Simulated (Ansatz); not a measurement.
`c1cc2sc(-c3cc4sc(-c5cc6sc(-c7cc8sc(-c9cc%10sccc%10s9)cc8s7)cc6s5)cc4s3)cc2s1` with charge +1. The state is a doublet with charge 1. Geometry r2SCAN-D4/def2-SVP, that of the neutral singlet; atoms count from 1.

Cartesian coordinates in Å:
```
C 7.706 8.675 8.527
C 7.734 8.629 7.152
C 6.844 7.638 6.661
S 6.392 7.059 5.091
C 5.260 5.904 5.793
C 4.490 5.031 4.944
C 3.856 3.843 5.297
C 3.181 3.269 4.199
S 2.233 1.836 3.954
C 2.002 2.227 2.248
C 1.232 1.352 1.411
C 0.605 0.156 1.750
C -0.062 -0.414 0.646
S -1.011 -1.843 0.391
C -1.241 -1.442 -1.311
C -2.012 -2.299 -2.169
C -2.442 -2.034 -3.467
C -3.171 -3.114 -4.004
S -3.968 -3.426 -5.514
C -4.481 -5.022 -4.964
C -5.251 -5.865 -5.839
C -5.682 -5.603 -7.133
C -6.417 -6.686 -7.668
S -7.211 -7.009 -9.177
C -7.708 -8.580 -8.621
C -7.293 -8.862 -7.338
C -6.555 -7.777 -6.796
S -5.762 -7.460 -5.287
C -4.051 -5.286 -3.669
C -3.313 -4.209 -3.134
S -2.515 -3.899 -1.626
C -0.611 -0.247 -1.650
C 0.046 0.327 -0.544
S 0.990 1.760 -0.289
C 2.637 3.415 1.900
C 3.297 3.997 3.002
S 4.239 5.432 3.246
C 5.251 5.964 7.181
C 6.152 6.941 7.665
S 6.609 7.525 9.234
H 8.280 9.333 9.181
H 8.362 9.277 6.538
H 3.914 3.414 6.298
H 0.638 -0.269 2.755
H -2.245 -1.092 -3.980
H -5.467 -4.668 -7.654
H -8.289 -9.219 -9.285
H -7.513 -9.799 -6.826
H -4.269 -6.221 -3.148
H -0.623 0.167 -2.659
H 2.613 3.829 0.889
H 4.598 5.347 7.799
```

Single mean-field runs in def2-SVP are fitted with def2-universal-jkfit.

Problem. Estimate the Mulliken populations of the heavy atoms from the PBE0/def2-SVP orbitals of Ansatz.

Solution. 
```
atom  charge (e)  spin (α − β)
  C1       -0.10          0.07
  C2        0.01         -0.03
  C3       -0.07          0.06
  S4        0.18         -0.01
  C5       -0.12         -0.02
  C6       -0.09          0.10
  C7        0.00         -0.02
  C8       -0.05          0.07
  S9        0.18         -0.02
 C10       -0.10          0.03
 C11       -0.08          0.08
 C12       -0.01          0.02
 C13       -0.05          0.06
 S14        0.20         -0.02
 C15       -0.09          0.08
 C16       -0.10          0.03
 C17        0.01          0.06
 C18       -0.06          0.02
 S19        0.19         -0.02
 C20       -0.08          0.11
 C21       -0.10         -0.02
 C22        0.00          0.08
 C23       -0.09         -0.01
 S24        0.17         -0.01
 C25       -0.10          0.08
 C26        0.01         -0.03
 C27       -0.06          0.06
 S28        0.17         -0.01
 C29       -0.02         -0.02
 C30       -0.04          0.08
 S31        0.20         -0.02
 C32        0.00          0.02
 C33       -0.05          0.05
 S34        0.19         -0.02
 C35        0.00          0.06
 C36       -0.06          0.03
 S37        0.20         -0.02
 C38        0.02          0.07
 C39       -0.09         -0.01
 S40        0.17          0.00
```
Mulliken values depend strongly on the basis.

Problem. Where does the spin sit?

Solution. Summed by element: C 1.17, S -0.15, H -0.02, of 1 unpaired in all. Largest on single atoms: C20 0.11, C6 0.10, C30 0.08.

Problem. And the Mayer bond orders between heavy atoms (over 0.3, the first 40 of 49)?

Solution. C1–C2 1.55 (1.38 Å); C1–S40 1.17 (1.74 Å); C2–C3 1.29 (1.42 Å); C3–S4 1.09 (1.73 Å); C3–C39 1.37 (1.40 Å); S4–C5 1.09 (1.76 Å); C5–C6 1.19 (1.44 Å); C5–C38 1.47 (1.39 Å); C6–C7 1.45 (1.39 Å); C6–S37 1.11 (1.76 Å); C7–C8 1.33 (1.41 Å); C8–S9 1.09 (1.74 Å); C8–C36 1.33 (1.41 Å); S9–C10 1.09 (1.77 Å); C10–C11 1.28 (1.44 Å); C10–C35 1.41 (1.39 Å); C11–C12 1.40 (1.39 Å); C11–S34 1.10 (1.77 Å); C12–C13 1.37 (1.41 Å); C13–S14 1.08 (1.73 Å); C13–C33 1.32 (1.41 Å); S14–C15 1.09 (1.76 Å); C15–C16 1.24 (1.44 Å); C15–C32 1.42 (1.39 Å); C16–C17 1.42 (1.39 Å); C16–S31 1.09 (1.76 Å); C17–C18 1.36 (1.41 Å); C18–S19 1.07 (1.74 Å); C18–C30 1.33 (1.41 Å); S19–C20 1.11 (1.76 Å); C20–C21 1.25 (1.44 Å); C20–C29 1.43 (1.39 Å); C21–C22 1.45 (1.39 Å); C21–S28 1.10 (1.76 Å); C22–C23 1.33 (1.41 Å); C23–S24 1.09 (1.74 Å); C23–C27 1.37 (1.40 Å); S24–C25 1.17 (1.74 Å); C25–C26 1.55 (1.38 Å); C26–C27 1.29 (1.42 Å).
